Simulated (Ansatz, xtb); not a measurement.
C3HF3N2S: which of two isomers lies lower

Structure a: `FC(F)(F)c1ncns1`, a singlet. Structure b: `FC(F)(F)c1cnsn1`, a singlet. Both are isolated molecules in the gas phase, relaxed with PBE-D3(BJ)/def2-SVP.

Q: Estimate E(b) − E(a) at the level CCSD(T)/def2-SVP + ΔMP2/def2-TZVPP.

A: Calculated at CCSD(T)/def2-SVP + ΔMP2/def2-TZVPP: E(b) − E(a) = +1.40 kcal/mol, so structure a lies lower.

Level by level:

| level | geometry | E(b) − E(a) (kcal/mol) | departure from the last row (kcal/mol) | job, with rough time for the two |
| --- | --- | --- | --- | --- |
| PBE-D3(BJ)/def2-SVP | PBE-D3(BJ)/def2-SVP | +4.08 | +2.68 | optimisation, 20 s |
| HF/def2-SVP | PBE-D3(BJ)/def2-SVP | +6.79 | +5.39 | part of the CCSD(T) run |
| MP2/def2-SVP | PBE-D3(BJ)/def2-SVP | +3.30 | +1.90 | part of the CCSD(T) run |
| CCSD(T)/def2-SVP | PBE-D3(BJ)/def2-SVP | +4.42 | +3.02 | single point |
| CCSD(T)/def2-SVP + ΔMP2/def2-TZVPP | PBE-D3(BJ)/def2-SVP | +1.40 |  | single point, 31 s |

As drawn, b has 1 C∷C, 1 N∷S in place of 1 C∷N, 1 C∷S (∷ is an aromatic bond).

The levels shown agree on the order. The largest departure from CCSD(T)/def2-SVP + ΔMP2/def2-TZVPP is that of HF/def2-SVP, 5.39 kcal/mol. Levels run at GFN2-xTB geometries aren't shown. The last row adds to CCSD(T) the change of the MP2 difference between the two basis sets, here −3.02 kcal/mol, a large step that makes the value less sure.

With thermal terms from frequencies at re-optimised GFN2-xTB minima (ideal gas, soft modes damped towards free rotors, one conformer each, 298.15 K, 1 atm): on the last row, ΔE + ΔZPE = +1.36, ΔH = +1.31, ΔG = +1.44 kcal/mol.

The correlated steps freeze 13 core orbitals. Run with Ansatz 0.2.0, xtb 6.7.1; the last row on 4 threads of Intel(R) Xeon(R) 6975P-C (Granite Rapids) on a shared host.
